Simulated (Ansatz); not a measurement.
`CB[SiH2]Cl` + `[SeH][SnH3]` → `C[Se][SnH3]` + `B[SiH2]Cl` at 298.15 K and 1 bar (substitution at a C–B bond).

Isolated molecules relaxed with PBE0-D4/def2-TZVP in Ansatz; ΔE leaves out vibrations. CBS: MP2 limit from def2 TZ/QZ plus the TZ coupled-cluster correction, frozen cores. Elements past krypton have def2 core potentials. For Se, Sn outer-core shells are correlated without core-valence functions, which leaves a few kJ/mol of doubt a bond. Scalar relativity is left out up to krypton. One conformer a species, not always the lowest.

```csv
species,CCSD(T)/CBS energy (Eh),H − E (kJ/mol),S (J/(mol·K))
`CB[SiH2]Cl`,-815.34006,195.8,348.6
`[SeH][SnH3]`,-2617.13827,89.3,315.0
`C[Se][SnH3]`,-2656.39593,172.4,356.1
`B[SiH2]Cl`,-776.05948,116.1,304.2
```

H − E and S are ideal-gas, rigid-rotor, harmonic terms from PBE0-D4/def2-TZVP, for one conformer and one mirror image of each species. 1 Eh = 2625.50 kJ/mol, R = 8.31446 J/(mol·K).

Problem. By hand: ΔE, ΔH, ΔS and ΔG.

Solution. ΔE = (-2656.39593) + (-776.05948) − (-815.34006) − (-2617.13827) = 0.02292 Eh = 60.2 kJ/mol. Δ(H − E) = 172.4 + 116.1 − 195.8 − 89.3 = 3.4, so ΔH = 63.6 kJ/mol. ΔS = 356.1 + 304.2 − 348.6 − 315.0 = -3.3 J/(mol·K). ΔG = 63.6 − 298.15 × (-3.3)/1000 = 64.6 kJ/mol.

Problem. By hand: the equilibrium constant, and the temperature at which ΔG would vanish if ΔH and ΔS stayed fixed.

Solution. log₁₀ K = −ΔG/(RT ln 10) = -11.3. ΔH and −TΔS have one sign here, so there is no such temperature. One of them is within its doubt of zero, so this could turn.

The number of gas molecules stays the same, so ΔS is small and ΔH decides. A doubt of 5 kJ/mol in ΔE shifts log₁₀ K by 0.9 here. Other conformers and mirror images would add mixing entropy, several J/(mol·K) or more a flexible species. Modes under 60 cm⁻¹, often nearly free rotors, make the harmonic entropy too high. These are equilibria of isolated gas molecules and say nothing of rates. Largest T1 diagnostic: 0.011 (customary marks: 0.02 for closed shells, 0.045 for open ones).
